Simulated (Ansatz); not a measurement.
Consider the redistribution: `N[SiH](Cl)O[SiH3]` + `[CH3][Mo](=[O])([OH])=[S]` → `C[SiH](N)O[SiH3]` + `[O]=[Mo]([OH])(=[S])[Cl]`.

Calculated with Ansatz (gas phase, PBE0-D4/def2-TZVP geometries, no zero-point term in ΔE). CCSD(T)/CBS is the MP2 limit (def2-TZVPP, def2-QZVPP) plus CCSD(T) − MP2 in def2-TZVPP, frozen cores. Functionals use def2-TZVPP. B3LYP here is the variant with VWN-RPA as its local correlation; programs differ in this. def2 core potentials past Kr. For Mo outer-core shells are correlated without core-valence functions, which leaves a few kJ/mol of doubt a bond. Each species was taken in one conformer, which may not be the lowest.

`N[SiH](Cl)O[SiH3]`:

```xyz
11

N     0.024    0.028   -2.251
Si   -0.744   -0.190   -0.759
Cl   -1.835    1.446   -0.107
O     0.391   -0.459    0.366
Si    0.793   -0.111    1.920
H     0.815    0.645   -2.339
H    -0.511   -0.013   -3.104
H    -1.711   -1.297   -0.872
H     1.923   -0.997    2.291
H     1.214    1.308    2.033
H    -0.358   -0.361    2.823
```

`[CH3][Mo](=[O])([OH])=[S]`:

Cartesian coordinates in Å:
```
C 0.202 0.284 1.303
Mo -0.480 -0.272 -0.597
O -1.531 -1.537 -0.313
O 0.986 -0.767 -1.630
S -1.512 1.417 -1.321
H 0.744 -0.573 1.717
H -0.637 0.531 1.956
H 0.866 1.147 1.219
H 1.361 -0.230 -2.334
```

`C[SiH](N)O[SiH3]`:

Z-matrix (Å, degrees):
```
C
Si 1 1.854
H 1 1.094 2 110.7
H 1 1.092 2 111.0 3 120.2
H 1 1.092 2 110.6 3 -119.2
N 2 1.709 1 110.0 3 -57.2
O 2 1.649 1 106.7 3 67.0
H 2 1.485 1 113.2 3 -175.7
H 6 1.006 2 122.0 1 -158.0
H 6 1.006 2 122.8 1 44.1
Si 7 1.632 2 139.1 1 -142.7
H 11 1.488 7 110.8 2 72.7
H 11 1.484 7 108.4 2 -167.7
H 11 1.489 7 111.1 2 -47.8
```

`[O]=[Mo]([OH])(=[S])[Cl]`:

Z-matrix (Å, degrees):
```
Mo
O 1 1.855
S 1 2.102 2 109.9
O 1 1.663 2 108.9 3 119.0
Cl 1 2.247 2 111.1 3 -120.5
H 2 0.962 1 123.3 3 21.6
```

**Question.** Is it downhill or uphill in electronic energy at CCSD(T)/CBS, and by how much? (Estimate.)

**Answer.** Computed: Downhill: ΔE = -4.9 kcal/mol.

**Question.** What do these levels give: r2SCAN-D4, PBE0-D4, ωB97M-V, B2PLYP, PBE, B3LYP, MP2/def2-TZVPP, SCS-MP2/def2-TZVPP, HF/def2-QZVPP, SCS-MP2/def2-QZVPP, HF/CBS(def2), MP2/CBS(def2)? (An estimate is asked.)

**Answer.** The calculation gave: r2SCAN-D4 -6.9, PBE0-D4 -5.9, ωB97M-V -4.4, B2PLYP -7.8, PBE -7.5, B3LYP -6.4, MP2/def2-TZVPP -9.8, SCS-MP2/def2-TZVPP -8.4, HF/def2-QZVPP -1.8, SCS-MP2/def2-QZVPP -8.3, HF/CBS(def2) -1.9, MP2/CBS(def2) -9.5 kcal/mol.

Largest T1 diagnostic among the species: 0.025, so the coupled-cluster value is less sure than usual.

In def2-TZVPP, CCSD(T) changes the Hartree–Fock value by −3.6 kcal/mol (the triples alone add −1.6 kcal/mol) and MP2 by −8.3 kcal/mol. From PBE to PBE0 (25 % exact exchange), in def2-TZVPP and without D4, ΔE moves by +1.5 kcal/mol.
